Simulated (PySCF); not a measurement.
SrSb⁺: from constants to spectrum

PBE constants of SrSb⁺, ³Σ⁻ (triplet), unpaired electrons π ↑↑ (Sr def2-SVPD with ECP28, Sb def2-SVPD with ECP28; scalar-relativistic core potentials (PySCF 2.14); masses 87.9056 and 120.9038 u):

* ωe: 150.2 cm⁻¹
* ωexe: 0.387 cm⁻¹
* Be: 0.0335 cm⁻¹
* αe: 0.000108 cm⁻¹
* D (centrifugal): 6.66e-09 cm⁻¹
* De to Sr⁺ + Sb: 1.49 eV

(1) Give the vibrational terms G(v) and spacings up to v = 6.

(2) How well does the Morse estimate ωe²/(4ωexe) reproduce De, and what is D0?

These are scalar-relativistic numbers at best; spin–orbit coupling would shift them, the dissociation energy most. For an ion De counts to the pair picked by the measured ionisation energies or electron affinities, which need not be the lowest pair at this level. The state was picked by a PBE0 search and need not be the measured ground state.

Results:

(1) G(v) = ωe(v+½) − ωexe(v+½)².

| v | G(v) (cm⁻¹) | G(v) − G(v−1) | Bv (cm⁻¹) |
| --- | --- | --- | --- |
| 0 | 75.0 |  | 0.03345 |
| 1 | 224.4 | 149.4 | 0.03334 |
| 2 | 373.1 | 148.7 | 0.03323 |
| 3 | 521.0 | 147.9 | 0.03312 |
| 4 | 668.1 | 147.1 | 0.03301 |
| 5 | 814.4 | 146.3 | 0.03291 |
| 6 | 959.9 | 145.6 | 0.03280 |

(2) It gives 1.81 eV, 121 % of the computed De. D0 = De − G(0) = 1.49 − 0.01 = 1.48 eV.
